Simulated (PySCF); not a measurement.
```xyz
4
charge 1 multiplicity 1, angstrom
Se    0.0000    0.0000   -0.8315
I     2.3110    0.0000    0.1746
I    -1.1555    2.0014    0.1746
I    -1.1555   -2.0014    0.1746
```

Level of theory: PySCF, PBE0, basis Se def2-SVP, I def2-SVP with ECP28 (scalar-relativistic core potentials, no spin–orbit coupling, density fitting).

This geometry of SeI₃⁺ is a stationary point at this level.

Q: What is the point group?

A: C3v.

Q: Is it a minimum?

A: Yes: all harmonic wavenumbers are real.

Q: List the harmonic modes with their infrared intensities.

A: 
```tsv
symmetry	ω (cm⁻¹)	IR (km/mol, summed over degenerate members)
e	69	0.0
a1	96	0.0
a1	221	0.4
e	240	52.8
```

Q: Give the atomic charges and bond orders.

A: 
```tsv
atom	Mulliken	Löwdin	polar tensor	Mayer order to Se1
Se1	0.12	0.28	1.05	–
I2,3,4	0.29	0.24	-0.02	1.02
```

In C3v the vibrations span 2e + 2a1.

Other isomers or separated fragments may lie lower.
